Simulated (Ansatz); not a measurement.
C2H6FNSi, SMILES `C=NC(F)[SiH3]`, relaxed with RKS PBE0-D4/def2-TZVP in Ansatz 0.2.0 from a PBE-D4/def2-SVP geometry. The force threshold is 0.005 eV/Å; the program also tests the step.

Total charge 0; spin multiplicity 1.

Start:

```xyz
11

C    -1.860    0.834    0.124
N    -0.958    0.132    0.699
C     0.414    0.388    0.495
F     0.712    1.531   -0.284
Si    1.191   -1.142   -0.396
H    -2.923    0.578    0.296
H    -1.633    1.698   -0.536
H     0.897    0.534    1.490
H     0.451   -1.332   -1.689
H     1.067   -2.363    0.468
H     2.641   -0.856   -0.668
```

Problem. How much energy does the relaxation release, and in how many steps? (Estimate.)

Solution. Ansatz gave: 1.14 kcal/mol, in 10 steps, 2 of them rejected.

Problem. Which bonds change most? (Estimate.)

Solution. Ansatz gave: C1–H7 from 1.111 to 1.092 Å; C3–H8 from 1.116 to 1.097 Å; C1–H6 from 1.107 to 1.088 Å; Si5–H10 from 1.501 to 1.483 Å.

Problem. Give the relaxed structure. (Estimate.)

Solution. Ansatz gave: 
```xyz
11

C    -1.844    0.831    0.129
N    -0.957    0.132    0.692
C     0.410    0.377    0.482
F     0.689    1.524   -0.275
Si    1.186   -1.135   -0.402
H    -2.888    0.583    0.308
H    -1.618    1.675   -0.526
H     0.884    0.528    1.460
H     0.470   -1.332   -1.686
H     1.046   -2.330    0.466
H     2.622   -0.853   -0.648
```
